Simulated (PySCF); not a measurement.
**4-bromochlorobenzene (SMILES Clc1ccc(Br)cc1)**

Molfile (atoms numbered from 1):
```
C6H4BrCl
     RDKit          3D

 12 12  0  0  0  0  0  0  0  0999 V2000
   -4.0938   -0.2448    0.0172 Cl  0  0  0  0  0  0  0  0  0  0  0  0
   -2.3636   -0.2665    0.0235 C   0  0  0  0  0  0  0  0  0  0  0  0
   -1.6584    0.9362    0.0230 C   0  0  0  0  0  0  0  0  0  0  0  0
   -0.2665    0.9179    0.0281 C   0  0  0  0  0  0  0  0  0  0  0  0
    0.4080   -0.3024    0.0337 C   0  0  0  0  0  0  0  0  0  0  0  0
    2.2926   -0.3266    0.0406 Br  0  0  0  0  0  0  0  0  0  0  0  0
   -0.2970   -1.5052    0.0343 C   0  0  0  0  0  0  0  0  0  0  0  0
   -1.6889   -1.4866    0.0292 C   0  0  0  0  0  0  0  0  0  0  0  0
   -2.2003    1.8832    0.0186 H   0  0  0  0  0  0  0  0  0  0  0  0
    0.2944    1.8539    0.0277 H   0  0  0  0  0  0  0  0  0  0  0  0
    0.2395   -2.4554    0.0387 H   0  0  0  0  0  0  0  0  0  0  0  0
   -2.2550   -2.4193    0.0295 H   0  0  0  0  0  0  0  0  0  0  0  0
  1  2  1  0
  2  3  1  0
  3  4  2  0
  4  5  1  0
  5  6  1  0
  5  7  2  0
  7  8  1  0
  8  2  2  0
  3  9  1  0
  4 10  1  0
  7 11  1  0
  8 12  1  0
M  END
```

Theory: PySCF, quadratic response CAM-B3LYP/aug-cc-pVDZ first hyperpolarisability, Taylor convention, gas phase. Geometry: PBE0-D3(BJ)/def2-SVP.

The calculation is non-relativistic, which matters for the atoms heavier than Zn.

Task: Give the tensor of the second harmonic β(−2ω;ω,ω) at 1907 nm in the axes of these coordinates.

Result: In au, Taylor convention; rows are the first index (the induced dipole):
|  | xx | yy | zz | xy | xz | yz |
| --- | --- | --- | --- | --- | --- | --- |
| x | -56.8 | -11.1 | -28.6 | +0.4 | 0.0 | 0.0 |
| y | +0.4 | +0.4 | +0.4 | -10.8 | 0.0 | 0.0 |
| z | 0.0 | 0.0 | -0.3 | 0.0 | -28.1 | +0.4 |

Norm of βᵢ = ⅓ Σⱼ (βᵢⱼⱼ + βⱼᵢⱼ + βⱼⱼᵢ): 95.9 au, hyper-Rayleigh value 35.7 au.
